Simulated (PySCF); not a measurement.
hydronium (H3O), SMILES [OH3+], charge +1. Geometry optimised at PBE-D3(BJ)/def2-TZVPD.

These are PBE-D3(BJ)/def2-TZVPD run with PySCF values and carry that method's errors.

Harmonic wavenumbers (cm⁻¹): 856, 1633, 1633, 3466, 3550, 3550. Rotational constants (GHz): 321.2, 321.2, 187.2; symmetry number 3.

Question: Work out the zero-point energy and the ideal-gas rigid-rotor harmonic-oscillator thermochemistry at 298.15 K and 1 atm.

Answer: ZPE = ½ Σ hcν = ½ × 14689 cm⁻¹ = 21.00 kcal/mol. H − E(el) = 23.41 kcal/mol. Entropy in cal/(mol K): translation 34.77, rotation 11.30, vibration 0.18, total 46.25. G − E(el) = 9.62 kcal/mol. Cp = 8.61 cal/(mol K).
